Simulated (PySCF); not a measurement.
Ligand exchange on a metal centre used in film growth or etching (Ta Cl-NH2). Gas-phase values, no solvent. One relaxed conformer stands for each flexible species; it need not be the lowest.

Method: B3LYP-D3(BJ)/def2-TZVP // r2SCAN-D4/def2-SVP run with PySCF. All candidates: neutral, multiplicity 1. B3LYP has the VWN-RPA correlation part, as in Gaussian. 

```yaml
HOMO–LUMO gap: 4.71 eV
LUMO: -2.58 eV
HOMO: -7.30 eV
```

Which member has these values?
A) [Ta(NH2)5]
B) [Ta(Cl)3(NH2)2]
C) [Ta(Cl)2(NH2)3]
D) [Ta(Cl)5]

C, [Ta(Cl)2(NH2)3]. The others give [Ta(NH2)5]: 5.56 eV, -0.59 eV, -6.15 eV; [Ta(Cl)5]: 4.93 eV, -3.98 eV, -8.92 eV; [Ta(Cl)3(NH2)2]: 5.00 eV, -3.04 eV, -8.04 eV
